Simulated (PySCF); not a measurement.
# Vertical excitation energies

Sn(NH2)Me3, C3H11NSn.
SMILES: `[CH3][Sn]([CH3])([CH3])[NH2]`

Computed, not measured: PySCF 2.14.0, density-fitted response routines, TDDFT B3LYP/def2-SVPD, vertical, gas phase, core orbitals frozen in the response, def2 core potentials past Kr. Geometry: PBE0-D3(BJ)/def2-SVP; no solvent, vibrations or thermal averaging. Spin–orbit coupling is left out.

| state | E (eV) | ν̃ (cm⁻¹) | f | \|μ\| (D) | main configurations (H = HOMO, L = LUMO) |
| --- | --- | --- | --- | --- | --- |
| S1 | 5.39 | 43450 | 0.080 | 1.98 | H→L (96%) |
| S2 | 6.34 | 51130 | 0.0079 | 0.57 | H→L+1 (89%) |
| S3 | 6.49 | 52350 | 0.0021 | 0.29 | H→L+2 (97%) |
| S4 | 6.60 | 53220 | 0.061 | 1.56 | H-1→L (98%) |
| S5 | 6.67 | 53810 | 0.042 | 1.29 | H-2→L (81%), H→L+3 (11%) |
| S6 | 6.84 | 55160 | 0.011 | 0.64 | H→L+3 (78%), H-2→L (15%) |
| S7 | 7.20 | 58100 | 0.057 | 1.44 | H→L+4 (86%) |
| S8 | 7.41 | 59790 | 0.052 | 1.35 | H-1→L+1 (98%) |
| S9 | 7.52 | 60670 | 0.030 | 1.03 | H-2→L+1 (62%), H→L+5 (20%), H→L+6 (10%) |
| S10 | 7.53 | 60760 | 0.024 | 0.92 | H→L+6 (82%), H-2→L+1 (9%) |

Triplets, Tamm–Dancoff:

| state | E (eV) | λ (nm) | main configurations (H = HOMO, L = LUMO) |
| --- | --- | --- | --- |
| T1 | 4.99 | 248.5 | H→L (85%), H→L+1 (10%) |
| T2 | 6.06 | 204.5 | H→L+1 (58%), H-2→L (24%), H→L (9%) |
| T3 | 6.29 | 197.2 | H-1→L (82%), H→L+2 (9%) |
| T4 | 6.42 | 193.1 | H-2→L (34%), H→L+2 (20%), H→L+1 (19%) |

The lowest singlet lies at 5.39 eV (230 nm, ultraviolet) and is of moderate strength; its leading configuration is HOMO→LUMO (96%). The lowest level is also the most intense of those listed (f = 0.080). Löwdin shares by element: HOMO nitrogen 60%, carbon 12% or more, tin 8%, hydrogen 7% or more; LUMO tin 37%, carbon 8% or more, nitrogen 7%, hydrogen 6% or more (atoms not listed hold the other 42%). Of the 10 states listed, 8 reach f = 0.01 and none stays under 0.0005. The listed states span 2.15 eV, and the widest gap between neighbours is 0.95 eV (S1 to S2). The vertical ionisation energy (ΔSCF) is 8.69 eV, 1.16 eV above S10. Only the lowest 10 singlets were computed, as vertical energies without vibronic structure.
